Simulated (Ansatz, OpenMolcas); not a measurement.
How basis sets differ on CH5AlOSi (SMILES [CH2]1O[SiH2][AlH]1)

The species is CH5AlOSi (9 atoms), meant as a singlet with charge 0. SMILES: `[CH2]1O[SiH2][AlH]1`. Geometry: relaxed at PBE0-D4/def2-TZVP.

Quantity: the HOMO–LUMO gap, in eV. The values are calculated.

| level | kind | program | value (eV) |
| --- | --- | --- | --- |
| HF/ANO-RCC-MB (DKH2) | Hartree–Fock | OpenMolcas | 10.57 |
| HF/STO-3G | Hartree–Fock | Ansatz | 14.09 |
| HF/3-21G | Hartree–Fock | OpenMolcas | 10.14 |
| HF/def2-SVP | Hartree–Fock | Ansatz | 10.24 |

The values span 10.14 to 14.09 eV. A Hartree–Fock LUMO above zero doesn't converge with the basis: it sinks as sets grow more diffuse. Orbital gaps aren't excitation energies.
